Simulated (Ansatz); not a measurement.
Geometry optimisation, RKS PBE-D4/def2-SVP in Ansatz 0.2.0.

Input file:

```yaml
crystal:
  periodic: [false, false, false]
  atoms:
    - { symbol: C, position_ang: [-1.837, 0.4082, -0.317] }
    - { symbol: Si, position_ang: [-0.3405, -0.5658, -0.5637] }
    - { symbol: Al, position_ang: [-0.0548, -1.9603, 1.2998] }
    - { symbol: C, position_ang: [1.2106, 0.5817, -0.7929] }
    - { symbol: "N", position_ang: [1.2508, 1.477, 0.324] }
    - { symbol: H, position_ang: [-2.7578, -0.2075, -0.22] }
    - { symbol: H, position_ang: [-1.7578, 1.0799, 0.5864] }
    - { symbol: H, position_ang: [-1.9955, 1.125, -1.2184] }
    - { symbol: H, position_ang: [-0.481, -1.3856, -1.7182] }
    - { symbol: H, position_ang: [1.2364, -2.9445, 1.3957] }
    - { symbol: H, position_ang: [-1.0693, -1.9093, 2.5476] }
    - { symbol: H, position_ang: [2.0801, -0.0309, -0.8705] }
    - { symbol: H, position_ang: [0.9379, 1.1792, -1.7394] }
    - { symbol: H, position_ang: [0.97307, 2.44679, 0.01043] }
    - { symbol: H, position_ang: [0.51004, 1.16337, 0.97301] }
basis:
  gaussian: { orbitals: def2-SVP }
hamiltonian:
  xc: pbe
  dispersion: d4
relax:
  f_tol: 0.015
  max_steps: 40
```

Launched with:

```bash
$ ansatz run input.yaml --threads 2 --pin off --max-ram 3072MiB --backend cpu --events-out ev --progress --plain --runs-dir out
```

Task: Where does it end, and by what steps?

Result: The run converged. After 24 steps the energy has fallen by 1.701 eV; H14 moved furthest, 2.19 Å. Joined: Al3–N5.

```
step  energy less start (eV)  largest force component (eV/Å)  accepted
   0                  0.0000                           2.603       yes
   1                 -0.5373                           0.978       yes
   2                 -0.6009                           0.251       yes
   3                 -0.6091                           0.064       yes
   4                 -0.6147                           0.106       yes
   5                 -0.6207                           0.069       yes
   6                 -0.6303                           0.961       yes
   7                 -0.6993                           0.574       yes
   8                 -0.7706                           0.377       yes
   9                 -0.8227                           0.433       yes
  10                 -0.8851                           0.605       yes
  11                 -0.9632                           0.568       yes
  12                 -1.0949                           0.360       yes
  13                 -1.2670                           0.403       yes
  14                 -1.4644                           0.400       yes
  15                 -1.6263                           0.537       yes
  16                 -1.6634                           0.440       yes
  17                 -1.6876                           0.177       yes
  18                 -1.6863                           0.155        no
  19                 -1.6971                           0.033       yes
  20                 -1.7003                           0.044       yes
  21                 -1.7010                           0.046       yes
  22                 -1.7012                           0.021       yes
  23                 -1.7011                           0.031        no
  24                 -1.7012                           0.002       yes
```

```xyz
15
Properties=species:S:1:pos:R:3
C -2.275 0.373 -0.745
Si -0.671 -0.659 -0.735
Al 0.445 -1.264 1.389
C 0.877 0.547 -0.694
N 1.192 0.617 0.779
H -3.161 -0.292 -0.696
H -2.325 1.046 0.136
H -2.363 0.990 -1.663
H -0.610 -1.437 -2.030
H 1.719 -2.245 1.260
H -0.225 -1.021 2.836
H 1.720 0.020 -1.186
H 0.800 1.558 -1.152
H 2.170 0.883 0.972
H 0.612 1.341 1.228
```

Whether the end is a true minimum wasn't checked by a vibrational analysis.

Time of the run: 77 s on 2 threads of Intel(R) Xeon(R) Platinum 8488C (Sapphire Rapids) (shared host), peak memory 0.2 GiB.
